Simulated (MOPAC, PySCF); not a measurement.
[Ag(NH3)(Cl)], neutral singlet in the gas phase. 

Cartesian coordinates (Å):
```xyz
6

Ag    -0.0476     0.0102     0.0200
N     -1.9938     0.4267     0.8392
H     -2.5845     0.9388     0.1814
H     -1.9388     0.9915     1.6887
H     -2.4969    -0.4281     1.0845
Cl     2.0079    -0.4297    -0.8451
```
Charge 0, spin multiplicity 1.

All levels are single points at this geometry (r2SCAN-D4/def2-SVP); Pople sets use spherical d functions. Orbital energies aren't observables, and empty levels follow the basis.

| level | HOMO (eV) | LUMO (eV) | gap (eV) | dipole (D) | vertical IE, Delta-SCF (eV) |
|---|---|---|---|---|---|
| B3LYP-D3(BJ)/def2-TZVP in PySCF | -6.50 | -1.48 | 5.03 | 9.45 | – |
| PBE-D3(BJ)/def2-TZVP in PySCF | -5.47 | -1.92 | 3.54 | 9.17 | – |
| TPSSh-D3(BJ)/def2-TZVP in PySCF | -6.01 | -1.43 | 4.58 | 9.48 | – |
| B3LYP/6-311+G** (LANL2DZ on Ag) in PySCF | -6.54 | -1.73 | 4.82 | 9.86 | – |
| B3LYP/6-31G* (LANL2DZ on Ag) in PySCF | -6.38 | -1.39 | 4.98 | 9.89 | 9.18 |
| B3LYP/LANL2DZ in PySCF | -6.32 | -1.34 | 4.98 | 10.12 | – |
| BP86/6-31G* (LANL2DZ on Ag) in PySCF | -5.47 | -1.80 | 3.66 | 9.66 | – |
| M06-2X/6-31G* (LANL2DZ on Ag) in PySCF | -7.86 | -0.59 | 7.27 | 10.32 | – |
| PBE/6-31G* (LANL2DZ on Ag) in PySCF | -5.36 | -1.85 | 3.51 | 9.63 | – |
| SVWN5/6-31G* (LANL2DZ on Ag) in PySCF | -5.54 | -1.97 | 3.57 | 9.62 | – |
| HF/6-31G* (LANL2DZ on Ag) in PySCF | -9.61 | 1.19 | 10.80 | 10.93 | 8.01 |
| PM6 in MOPAC | -8.28 | -1.90 | 6.39 | 10.15 | – |
| PM7 in MOPAC | -9.03 | 0.64 | 9.67 | 10.70 | – |
